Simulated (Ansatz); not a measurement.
Zr(OH)3 (H3O3Zr), SMILES [Zr+]([OH])([OH])[OH], charge +1, multiplicity 1.

Coordinates come from a B3LYP-D3(BJ)/def2-SVP optimisation. The spin state was assumed, not searched. The isomer is the one that the SMILES or the coordinates give; other isomers of the formula were not compared. The def2 effective core potentials stand for the cores of Zr; spin–orbit coupling is left out. One conformer was computed; it need not be the lowest.

Two levels are set side by side: PBE/def2-SVPD (Ansatz, a first-principles code) and PBE0/def2-SVPD (Ansatz). Energy differences of separate SCF runs at the same geometry; the states with an electron removed or added have multiplicity 2 and 2. Differences are taken from unrounded values.

| quantity | PBE |
|---|---|
| vertical ionisation energy (eV) | 16.07 |
| vertical electron affinity (eV) | 5.95 |
| vertical singlet–triplet gap (eV) | 4.45 |

Q: These are the PBE values. What does PBE0 give? (An estimate is asked for; the answer gives what the named calculation found.)

A: 
| quantity | PBE0 | PBE minus PBE0 |
|---|---|---|
| vertical ionisation energy (eV) | 16.61 | -0.54 |
| vertical electron affinity (eV) | 6.07 | -0.13 |
| vertical singlet–triplet gap (eV) | 4.84 | -0.40 |
